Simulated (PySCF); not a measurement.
C4H5F3, SMILES FC(F)(C(C)=C)F. Atoms are numbered in the order given.

```xyz
12

C     -1.4189     1.3995     0.0000
C     -0.1850     0.8940     0.0000
C      1.0774     1.6954     0.0000
C      0.0147    -0.5978     0.0000
F      0.7147    -0.9850    -1.0757
F      0.7147    -0.9850     1.0757
F     -1.1281    -1.2819     0.0000
H     -2.2986     0.7535     0.0000
H     -1.5784     2.4805     0.0000
H      1.6877     1.4581    -0.8854
H      0.8599     2.7712     0.0000
H      1.6877     1.4581     0.8854
```
Charge 0, spin multiplicity 1.

Geometry optimised at PBE0-D3(BJ)/def2-SVP.

Computed with ωB97X/def2-TZVP (PySCF).

Symmetry labels are those of the subgroup Cs that the program uses (full group Cs).

Computed valence orbital energies around the gap with their symmetry:
```csv
orbital,symmetry,energy (eV)
HOMO−7,A",-15.15
HOMO−6,A',-15.09
HOMO−5,A',-14.46
HOMO−4,A",-14.35
HOMO−3,A",-14.21
HOMO−2,A',-13.46
HOMO−1,A',-12.77
HOMO,A",-10.53
LUMO,A",1.71
LUMO+1,A',3.47
LUMO+2,A',4.42
LUMO+3,A',4.80
```
